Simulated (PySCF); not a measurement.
C5H5, SMILES C1[CH]C=CC=1 (connectivity only; charge and spin as stated), charge +1, multiplicity 1.

The structure is a stationary point at PBE0-D3(BJ)/def2-SVP. The spin state was assumed, not searched. The isomer is the one that the SMILES or the coordinates give; other isomers of the formula were not compared.

These are PBE0/def2-TZVP (PySCF) values and carry that method's errors.

The total energy is -192.97412 hartree and the point group is C2v. The highest occupied level is -13.02 eV and the lowest empty level comes out as -10.67 eV. The orbital gap is 2.35 eV and the dipole moment about the centre of nuclear charge comes out as 0.25 D. The mean static polarisability is 46.8 bohr³ (6.93 Å³) and the polarisability, principal values comes out as 27.4, 54.3, 58.7 bohr³.
